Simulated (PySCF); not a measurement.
A GIAO shielding run with PySCF (density fitting, non-relativistic, gas phase) on SMILES CC(C)[Si@H](F)C/C=C/F, C6H12F2Si:

```
$ OMP_NUM_THREADS=1 python probes_run.py task.json out

{"job": {"kind": "nmr", "xc": "PBE0", "basis": "pcSseg-1"}, "charge": 0, "multiplicity": 1}
C     -1.481722     0.145019     1.459254
C     -1.128954     0.443101    -0.000141
C     -2.407711     0.585482    -0.826837
Si     0.005600    -0.897971    -0.739877
F     -0.769341    -2.318398    -0.634534
C      1.621821    -1.134614     0.247894
C      2.458656     0.091977     0.260251
C      2.708484     0.804543     1.341758
F      3.450177     1.930316     1.292635
H     -2.157261     0.905882     1.846977
H     -0.590655     0.133392     2.082483
H     -1.975663    -0.820404     1.543492
H     -0.608710     1.406281    -0.024857
H     -3.054803     1.350537    -0.401284
H     -2.955986    -0.353383    -0.842722
H     -2.178762     0.863528    -1.852778
H      0.242822    -0.737272    -2.169039
H      2.181771    -1.945411    -0.220029
H      1.397344    -1.443464     1.269120
H      2.862685     0.417546    -0.687361
H      2.371289     0.590259     2.345341
```

Hardware: 1 thread of an Arm Neoverse V2, shared host. The job also computes population analyses, field gradients.

(1) How large is the calculation?

(2) How long does it take, and how much memory does it need?

Answers

(1) 80 electrons, 220 basis functions and 1161 auxiliary functions.

(2) 41 s of wall time, with 13 SCF cycles and 4 response iterations; peak memory 0.9 GiB. Times on a shared host scatter by some tens of per cent.
